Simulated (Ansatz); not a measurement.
Job for Ansatz (a first-principles code): R-CCSD(T)/aug-cc-pVTZ on HF (SMILES F) with ghost functions.

Ansatz 0.2 input:
```yaml
crystal:
  periodic: [false, false, false]
  atoms:
    - {symbol: F, position_ang: [0.39188062, -0.76984146, -0.41880109]}
    - {symbol: H, position_ang: [0.33146659, -0.43536347, 0.45414705]}
basis:
  gaussian:
    orbitals: aug-cc-pVTZ
    ghost_atoms:
      - {symbol: As, position_ang: [0.17899529, 0.42188609, 2.68506336]}
      - {symbol: H, position_ang: [1.35570265, 1.08068204, 3.38148967]}
      - {symbol: H, position_ang: [-0.17153720, -0.45907138, 3.87026333]}
      - {symbol: H, position_ang: [-0.80157428, 1.51570157, 3.06677749]}
magnetization: {spin_polarized: false}
correlation: {method: ccsd_t, electrons: outside_noble_gas}
scf: {lower_state_search: off}
```

The head of its log:

```
Functional definition: HF
[...]
these checks for a lower state are left out or cut short: stability, starts, cluster_reference, orbital_swaps, neighbouring_geometries, increment
integrals: 0.78 GiB planned
1112 factors; integrals over basis functions are off by at most 1.2e-3 eV
mean field: 0.38 GiB planned
mean field evaluation 1: about -2721.7852 eV, gradient 2.5e1 eV
mean field evaluation 2: about -2721.7852 eV, gradient 2.5e1 eV
mean field evaluation 4: about -2722.7622 eV, gradient 1.2e0 eV
mean field evaluation 8: about -2722.7672 eV, gradient 5.9e-5 eV
mean field -2722.76723850 eV, -100.0598504570 hartree, gradient 2.2e-6 eV, S^2 0.000000; 0 other end points of the search recorded, 0 dependent functions left out
1 core orbitals not correlated
reference -2722.76723850 eV, -100.0598504570 hartree; 4, 4 occupied and 192, 192 virtual orbitals, 1112 factors
```

Task: What total energy does the run end on?

Result: -100.3497 hartree (reference determinant -100.0599, T1 diagnostic 0.010).
